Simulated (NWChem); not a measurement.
System: BI₂F; SMILES FB(I)I

The following NWChem deck was run.

```
start job
memory heap 200 mb stack 900 mb global 1100 mb
geometry units angstroms noautoz
  B      0.793657    -0.002412     0.000000
  F      2.102422    -0.000065     0.000000
  I     -0.226643    -0.000859    -1.863757
  I     -0.226643    -0.000859     1.863757
end
basis spherical
  B library sto-3g
  F library sto-3g
  I library sto-3g
end
dft
  xc pbe0
  iterations 150
  mulliken
end
task dft energy
```

Output (shortened):

```
             Northwest Computational Chemistry Package (NWChem) 7.3.0
             --------------------------------------------------------

 C2V symmetry detected

                             Geometry "geometry" -> ""
                             -------------------------

 Output coordinates in angstroms (scale by  1.889725989 to convert to a.u.)

  No.       Tag          Charge          X              Y              Z
 ---- ---------------- ---------- -------------- -------------- --------------
    1 B                    5.0000     0.00000000     0.00000000     0.80310734
    2 F                    9.0000     0.00000000     0.00000000     2.11187273
    3 I                   53.0000     1.86375700     0.00000000    -0.21719237
    4 I                   53.0000    -1.86375700     0.00000000    -0.21719237

 Effective nuclear repulsion energy (a.u.)     718.2120591733

      Symmetry information
      --------------------

 Group name             C2v
 Group number             16
 Group order               4
 No. of unique centers     3

                                 NWChem DFT Module
                                 -----------------

 Summary of "ao basis" -> "ao basis" (spherical)
 ------------------------------------------------------------------------------
       Tag                 Description            Shells   Functions and Types
 ---------------- ------------------------------  ------  ---------------------
 B                           sto-3g                  3        5   2s1p
 F                           sto-3g                  3        5   2s1p
 I                           sto-3g                 11       27   5s4p2d

      Symmetry analysis of basis
      --------------------------

        a1         25
        a2          8
        b1         21
        b2         10

            General Information
            -------------------
          SCF calculation type: DFT
          Wavefunction type:  closed shell.
          No. of atoms     :     4
          No. of electrons :   120
           Alpha electrons :    60
            Beta electrons :    60
          Charge           :     0
          Spin multiplicity:     1
          Use of symmetry is: on ; symmetry adaption is: on
          Maximum number of iterations: 150
          AO basis - number of functions:    64
                     number of shells:    28
          Convergence on energy requested:  1.00D-06
          Convergence on density requested:  1.00D-05
          Convergence on gradient requested:  5.00D-04

              XC Information
              --------------
                         PBE0 Method XC Functional
                     Hartree-Fock (Exact) Exchange  0.250
          PerdewBurkeErnzerhof Exchange Functional  0.750
            Perdew 1991 LDA Correlation Functional  1.000 local
           PerdewBurkeErnz. Correlation Functional  1.000 non-local

             Grid Information
             ----------------
          Grid used for XC integration:  medium
          Radial quadrature: Mura-Knowles
          Angular quadrature: Lebedev.
          Tag              B.-S. Rad. Rad. Pts. Rad. Cut. Ang. Pts.
          ---              ---------- --------- --------- ---------
          B                   0.85       49           7.0       434
          F                   0.50       49           8.0       434
          I                   1.40      123          10.0       590
          Grid pruning is: on
          Number of quadrature shells:   221
          Spatial weights used:  Erf1

      Superposition of Atomic Density Guess
      -------------------------------------

 Sum of atomic energies:      -13823.52698657

      Non-variational initial energy
      ------------------------------

 Total energy =  -13823.818596
 1-e energy   =  -20489.741635
 2-e energy   =    5947.710980
 HOMO         =      -0.222173
 LUMO         =       0.276304

      Symmetry analysis of molecular orbitals - initial
      -------------------------------------------------

 !! scf_movecs_sym_adapt:    4 vectors were symmetry contaminated

  Symmetry fudging
  Numbering of irreducible representations:

     1 a1          2 a2          3 b1          4 b2

  Orbital symmetries:

     1 a1          2 b1          3 b1          4 a1          5 b1
     6 a1          7 b1          8 b2          9 a2         10 a1
    11 b1         12 a1         13 b1         14 a1         15 b1
    16 b2         17 a2         18 a1         19 a1         20 b1
    21 a1         22 b2         23 a1         24 b1         25 a2
    26 b1         27 b2         28 a1         29 a2         30 a1
    31 a1         32 b1         33 a1         34 b1         35 a1
    36 b2         37 b1         38 a2         39 a1         40 b1
    41 b2         42 a1         43 b1         44 a2         45 a1
    46 b2         47 b1         48 a2         49 a1         50 a1
    51 b1         52 a1         53 b1         54 b2         55 a1
    56 b1         57 b2         58 a1         59 a2         60 b1
    61 a1         62 b2         63 b1         64 a1

     ---------------------------------------------
      Total Density - Mulliken Population Analysis
     ---------------------------------------------

    Atom       Charge   Shell Charges
 -----------   ------   -------------------------------------------------------
    1 B    5     3.94   1.99  0.93  1.02
    2 F    9     9.38   2.00  1.91  5.47
    3 I   53    53.34   2.00  2.00  6.00  2.00  6.00  2.00  6.00  1.92  5.42 10.00 10.00
    4 I   53    53.34   2.00  2.00  6.00  2.00  6.00  2.00  6.00  1.92  5.42 10.00 10.00

 !! scf_movecs_sym_adapt:    4 vectors were symmetry contaminated

  Symmetry fudging

   convergence    iter        energy       DeltaE   RMS-Dens  Diis-err
 ---------------- ----- ----------------- --------- --------- ---------
 d= 0,ls=0.0,diis     1 -13827.8959304408 -1.45D+04  3.82D-02  8.05D-01

 !! scf_movecs_sym_adapt:    2 vectors were symmetry contaminated

[...]
```

Level: PBE0/STO-3G, non-relativistic. All runs use the structure optimised with PBE0/def2-SVP (def2 core potentials past Kr).
